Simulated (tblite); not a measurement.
C5H13ClOSi2.
Structure used (GFN2-xTB), in Å, numbered top down from 1:
```xyz
22
C5H13ClOSi2 angstrom
Si     2.5777    0.6925   -1.3559
O      2.2265   -0.1537   -0.0227
Si     1.7093   -0.9615    1.2815
C     -0.1865   -0.8634    1.3335
C     -0.8337    0.5359    1.2698
C     -1.8264    0.0156    0.2190
C     -2.0135    0.8566   -1.0243
Cl    -2.8177    2.3984   -0.6179
C     -0.9595   -1.2444    0.0536
H      3.3033   -0.2169   -2.2384
H      3.3755    1.8366   -0.9259
H      1.3114    1.1166   -1.9600
H      2.2997   -0.2926    2.4395
H      2.1546   -2.3431    1.1030
H     -0.5764   -1.4193    2.1875
H     -0.1638    1.2905    0.8605
H     -1.2661    0.9130    2.1942
H     -2.8010   -0.2116    0.6565
H     -2.6461    0.3538   -1.7570
H     -1.0540    1.1119   -1.4751
H     -0.3374   -1.1989   -0.8392
H     -1.4863   -2.1965    0.0690
```

All values are computed: GFN2-xTB (tblite) harmonic vibrations without scaling, gas phase. This tight-binding method is rough: wavenumbers can miss measured ones by several per cent, in bad cases by 10 to 20. Modes of hydrogen on silicon can be 10 to 20 % off. One conformer, not necessarily the lowest. The optimisation stopped once no atom felt more than 0.01 eV/Å.

Lowest wavenumbers of the output (negative numbers stand for imaginary wavenumbers):
```
mode    cm-1
  1     -63.9
  2      -8.9
  3      30.4
  4      39.8
  5      56.0
  6      73.6
  7     141.3
  8     179.7
  9     207.7
 10     328.8
```

**Question.** Is this structure a minimum?

**Answer.** No. 1 mode is imaginary beyond 20i (64i cm⁻¹), and 1 more slightly so (8.9i).

**Question.** Which atoms move in the imaginary modes?

**Answer.** 64i: H11 (Si–H hydrogen) 34 %, H10 (Si–H hydrogen) 33 %, H12 (Si–H hydrogen) 30 %; 9i: O2 (siloxane oxygen) 35 %, Si1 (oxygen-bound silicon) 24 %. These are shares of the mass-weighted motion.

**Question.** What is the remedy?

**Answer.** Step along such a mode in both directions, optimise again with tighter thresholds and repeat the frequencies. The zero-point energy of this point (102.2 kcal/mol) counts the 58 real modes alone, and thermal corrections from it aren't those of a minimum.
